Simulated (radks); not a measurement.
Results of a calculation; reference values are marked as such.
Initial-state core-level shifts of the gallium ion Ga+ when its valence configuration changes from [Ar] 3d10 4s2. Level of theory: Dirac Kohn-Sham, PBE, spin-unpolarised, spherical densities, finite nucleus; open shells are shared between the two j in proportion to 2j + 1; Fermi nuclear charge, rms radius 3.9973 fm (a radial shooting solver on a logarithmic mesh with Libxc functionals). Shifts are changes of the shell-averaged eigenvalues in eV (positive: less bound); the change of the density at the nucleus, which sets a Mossbauer isomer shift, is in e/bohr^3, on a base of 2.825e+04.

valence,1s,2s,2p,3s,density at nucleus
3d10 4p2,-3.687,-3.499,-3.503,-3.659,-29.050
3d9 4s2 4p1,-11.007,-11.985,-11.895,-10.428,+9.467
3d8 4p4,-26.061,-28.150,-27.948,-24.402,-19.621
3d10 4s1 4p1,-1.902,-1.807,-1.809,-1.886,-13.924
3d9 4s1 4p2,-12.737,-13.643,-13.552,-12.136,-7.195
3d9 4p3,-14.381,-15.218,-15.126,-13.763,-24.919
3d8 4s2 4p2,-22.954,-25.141,-24.949,-21.339,+20.264
3d8 4s1 4p3,-24.540,-26.677,-26.480,-22.901,+0.805
3d7.5 4p4.5,-32.250,-35.041,-34.782,-29.884,-16.554
